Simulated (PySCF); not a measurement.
Identify the unknown among the candidates.

All candidates are C2H7ClSi2.

* 13C NMR: chemical shifts (computed TMS as zero) by class: 163.4 (1 C), 143.8 (1 C) ppm [GIAO B97-2/pcSseg-2]
* XPS: Si2p3/2 106.9, Si2p3/2 107.1, Cl2p3/2 206.0, C1s 290.2, C1s 291.7, Si1s 1846.7, Si1s 1846.9, Cl1s 2828.6 eV [ΔSCF SCAN, pcX-2 on the ionised atom, pcseg-1 elsewhere, spin-free X2C, 2p3/2 from a spin–orbit splitting computed afterwards within the 2p shell]
* Triplet: lowest triplet excitation (Tamm–Dancoff): 3.66 eV [TDA CAM-B3LYP/def2-SVPD]
* Rotational structure: rotational constants A, B, C: 3.319, 1.396, 1.006 GHz [PBE0-D3(BJ)/def2-SVP]
* NMR, other nuclei: isotropic shieldings of nuclei other than C and H, by class: 420 (1 Si), 426 (1 Si), 598 (1 Cl) ppm [GIAO B97-2/pcSseg-2]
* 1H NMR: chemical shifts (computed TMS as zero) by class: 6.89 (1 H), 4.26 (3 H), 4.17 (3 H) ppm [GIAO B97-2/pcSseg-2]
* Polarisability: 95.8 au [CAM-B3LYP/def2-SVPD]

The electronic properties come from PySCF, for the isolated species, density fitting. Levels stand in brackets. Isolated species at its PBE0-D3(BJ)/def2-SVP geometry, gas phase. Each NMR value is the plain mean over a class of atoms that symmetry, rotation or inversion makes alike.

Question: Which candidate is it?
A. `[SiH3]/C=C/[SiH2]Cl`
B. `[SiH3]/C=C(\[SiH3])Cl`
C. `C=C[SiH2][SiH2]Cl`
D. `[SiH3]/C=C\[SiH2]Cl`

Answer: B. It is `[SiH3]/C=C(\[SiH3])Cl`. Numbering: `[SiH3:1]/[CH:2]=[C:3](\[SiH3:4])[Cl:5]`. Its formula, C2H7ClSi2, gives 1 degree of unsaturation: 0 rings and 1 π bond in the structure found. 2 carbons fall into 2 classes; from least to most shielded: vinylic C–Cl carbon [C3] (163.4 ppm), alkene CH carbon [C2] (143.8 ppm). Hydrogen classes from least to most shielded: 1 H on an alkene CH carbon, C2 (6.89 ppm), 3 H on an SiH3 silicon, Si4 (4.26 ppm), 3 H on an SiH3 silicon, Si1 (4.17 ppm). The other shieldings belong to: 420 ppm, SiH3 silicon [Si4]; 426 ppm, SiH3 silicon [Si1]; 598 ppm, vinyl chlorine [Cl5]. The core levels belong to: Si2p3/2 106.9 eV, SiH3 silicon [Si1]; Si2p3/2 107.1 eV, SiH3 silicon [Si4]; Cl2p3/2 206.0 eV, vinyl chlorine [Cl5]; C1s 290.2 eV, alkene CH carbon [C2]; C1s 291.7 eV, vinylic C–Cl carbon [C3]; Si1s 1846.7 eV, SiH3 silicon [Si1]; Si1s 1846.9 eV, SiH3 silicon [Si4]; Cl1s 2828.6 eV, vinyl chlorine [Cl5]. The hole state at 291.7 eV has ⟨S²⟩ = 0.83 against 0.75, so that value is less sure. The optimised geometry has point group Cs and is an asymmetric top.

The others, at the same levels:
- `[SiH3]/C=C\[SiH2]Cl` fails: its computed 13C shifts are 161.5 (1 C), 155.2 (1 C) ppm, core binding energies are Si2p3/2 106.8, Si2p3/2 107.7, Cl2p3/2 205.8, C1s 290.4, C1s 290.5, Si1s 1846.6, Si1s 1847.5, Cl1s 2828.4 eV and 1H shifts are 7.51 (1 H), 7.32 (1 H), 5.19 (2 H), 4.22 (3 H) ppm.
- `[SiH3]/C=C/[SiH2]Cl` fails: its computed 13C shifts are 158.4 (1 C), 154.1 (1 C) ppm, core binding energies are Si2p3/2 106.8, Si2p3/2 107.7, Cl2p3/2 205.9, C1s 290.4, C1s 290.4, Si1s 1846.6, Si1s 1847.6, Cl1s 2828.6 eV and 1H shifts are 7.45 (1 H), 7.04 (1 H), 5.18 (2 H), 4.20 (3 H) ppm.
- `C=C[SiH2][SiH2]Cl` fails: its computed 13C shifts are 147.0 (1 C), 136.0 (1 C) ppm, core binding energies are Si2p3/2 106.6, Si2p3/2 107.4, Cl2p3/2 205.7, C1s 290.4, C1s 290.6, Si1s 1846.3, Si1s 1847.2, Cl1s 2828.3 eV and 1H shifts are 6.39 (1 H), 6.33 (1 H), 6.21 (1 H), 5.04 (2 H), 4.24 (2 H) ppm.

Each candidate is one conformer, not necessarily the lowest. The conformers computed, where there is a choice (atom-mapped SMILES and torsion angles):
- `[SiH3:1]/[CH:2]=[CH:3]\[SiH2:4][Cl:5]`: C2–C3–Si4–Cl5 -52°
- `[SiH3:1]/[CH:2]=[CH:3]/[SiH2:4][Cl:5]`: C2–C3–Si4–Cl5 -2°
- `[CH2:1]=[CH:2][SiH2:3][SiH2:4][Cl:5]`: C1–C2–Si3–Si4 111°, C2–Si3–Si4–Cl5 178°
